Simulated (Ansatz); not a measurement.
**A ladder of methods for GeSiH5Cl (SMILES Cl[SiH2][GeH3])**

The species is GeSiH5Cl (8 atoms), meant as a singlet with charge 0. SMILES: `Cl[SiH2][GeH3]`. Geometry: relaxed at PBE0-D4/def2-TZVP.

Each level gives the electronic atomisation energy (eV). The values are calculated. Electronic energies at fixed atoms, without zero-point motion or spin-orbit coupling.

```tsv
level	kind	program	value (eV)	CPU time (all runs)
SVWN5/cc-pVDZ	LDA	Ansatz	24.76	8.8 s
BLYP/cc-pVDZ	GGA	Ansatz	21.33	14 s
PBE0/cc-pVDZ	global hybrid	Ansatz	21.85	15 s
wB97M-V/cc-pVDZ	range-separated hybrid	Ansatz	22.38	2 min
B2PLYP/cc-pVDZ	double hybrid	Ansatz	21.50	21 s
PBE-QIDH/cc-pVDZ	double hybrid	Ansatz	21.68	17 s
RPA@PBE/cc-pVDZ	RPA	Ansatz	20.13	21 s
RPA@PBE0/cc-pVDZ	RPA	Ansatz	20.48	20 s
```

All-electron rows without a relativistic Hamiltonian named are non-relativistic. The values span 20.13 to 24.76 eV. CPU times are rough (shared hosts, several kinds of processor and program).
